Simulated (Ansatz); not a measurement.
Geometry optimisation, UKS PBE0/def2-SVP in Ansatz.

input.yaml

```yaml
crystal:
  periodic: [false, false, false]
  atoms:
    - { symbol: B, position_ang: [0.0, 0.0, 0.0] }
    - { symbol: F, position_ang: [0.0, 0.0, 1.57] }
    - { symbol: Cl, position_ang: [1.6108, 0.0, -0.93] }
    - { symbol: Cl, position_ang: [-1.6108, 0.0, -0.93] }
    - { symbol: H, position_ang: [0.0, 0.0, 2.79] }
magnetization:
  spin_polarized: true
  initial_magnetization: 1
basis:
  gaussian: { orbitals: def2-SVP }
hamiltonian:
  xc: pbe0
relax:
  f_tol: 0.15
  max_steps: 25
  restrain:
    - { distance: [1, 4], at: 2.12, k: 30.0 }
    - { distance: [0, 1], at: 1.32, k: 30.0 }
```

Command:

```bash
$ ansatz run input.yaml --threads 2 --pin off --max-ram 3072MiB --backend cpu --events-out ev --progress --plain --runs-dir out
```

Task: Where does it end, and by what steps?

Result: The run converged. The restraints hold the end off the free minimum; the threshold counts their pulls, which the force column leaves out. Restrained pairs: F2–H5 (1.22 → 2.13 Å), B1–F2 (1.57 → 1.32 Å). After 5 steps the energy has fallen by 2.575 eV (the restraints' own energy left out); H5 moved furthest, 0.54 Å.

```json
{"step": "0", "energy less start (eV)": "0.0000", "largest force component (eV/Å)": "5.483", "accepted": "yes"}
{"step": "1", "energy less start (eV)": "-1.7387", "largest force component (eV/Å)": "5.009", "accepted": "yes"}
{"step": "2", "energy less start (eV)": "-2.3428", "largest force component (eV/Å)": "4.143", "accepted": "yes"}
{"step": "3", "energy less start (eV)": "-2.5611", "largest force component (eV/Å)": "0.726", "accepted": "yes"}
{"step": "4", "energy less start (eV)": "-2.5724", "largest force component (eV/Å)": "0.462", "accepted": "yes"}
{"step": "5", "energy less start (eV)": "-2.5754", "largest force component (eV/Å)": "0.478", "accepted": "yes"}
```

```xyz
5
Properties=species:S:1:pos:R:3
B 0.000 0.000 -0.114
F 0.000 0.000 1.202
Cl 1.522 0.000 -0.961
Cl -1.522 0.000 -0.961
H 0.000 0.000 3.335
```

The run took 13 s on 2 threads of Arm Neoverse V1, with other jobs on the host, peak memory 0.17 GiB.
